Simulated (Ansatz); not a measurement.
W2S4⁻. The state is a doublet with charge -1. Geometry PBE-D4/def2-SVPD, basis def2-TZVPD, Ansatz.

Cartesian coordinates in Å:
```
W 1.127 -0.421 -0.176
W -1.192 -0.086 -0.231
S 2.260 0.821 1.242
S 0.130 0.557 -2.100
S -1.990 1.441 1.136
S -0.335 -2.312 0.129
```

| run | HOMO (eV) | LUMO (eV) |
| --- | --- | --- |
| A | -1.17 | -0.63 |
| B | -3.04 | 0.97 |
| C | -0.99 | -0.73 |
| D | -1.89 | -0.03 |

In the def2 sets W takes a core potential; there is no spin–orbit coupling. The structure comes from a short search, and lower isomers may exist.

HOMO and LUMO are taken over both spins.

Q: The runs used CAM-B3LYP, PBE, PBE0, r2SCAN. Estimate which is which.

A: A r2SCAN (0 % exact exchange); B CAM-B3LYP (range-separated); C PBE (0 % exact exchange); D PBE0 (25 % exact exchange). Exact exchange lowers occupied and raises empty levels; among semilocal functionals meta-GGAs tend to open the gap a little, and such runs are hard to tell apart. The gap grows from 0.26 eV (PBE) to 4.01 eV (CAM-B3LYP). At r2SCAN-D4/def2-TZVPD, CAM-B3LYP-D4/def2-TZVPD, PBE0-D4/def2-TZVPD the charge -1 doublet is spin-contaminated (final ⟨S²⟩ up to 1.03, 0.75 for a pure state).
